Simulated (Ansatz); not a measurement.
Born–Oppenheimer molecular dynamics of ClHOZn (4 atoms, charge 0, multiplicity 1). It starts from a relaxed structure.

The calculation used RKS PBE/def2-mTZVP in Ansatz 0.2.0.

```yaml
ensemble: NVT, Nosé–Hoover chain
time_step: 0.25 fs
steps_asked: 300
set_temperature: 300 K
thermostat: time constant 100 fs, chain length 5
seed: 964839
```

First frame:

```xyz
4
Properties=species:S:1:pos:R:3
Zn 0.017 -0.062 0.044
Cl -0.008 0.030 2.146
O 0.003 -0.011 -1.741
H 0.243 -0.875 -2.125
```

(1) How far do the bonds stretch over the last three quarters of this one trajectory? (Pairs bonded in most of those frames.)

## Answers

(1) 
```
   bond  mean (Å)  spread (Å)  shortest  longest
Zn1–Cl2     2.129       0.064      2.03     2.20
 Zn1–O3     1.790       0.012      1.76     1.80
  O3–H4     0.976       0.012      0.96     0.99
```

Mean temperature of the second half: 125 K. The conserved energy stayed within 0.015 meV per atom of its start (net change 0.0085 meV per atom), so the integration is sound. The mean temperature of the second half is 58 % below the set value. A run of 0.075 ps of so small a system gives no equilibrium averages.

Run time: 8.6 min on 1 thread of Arm Neoverse V2, with other jobs on the host, peak memory 0.14 GiB.
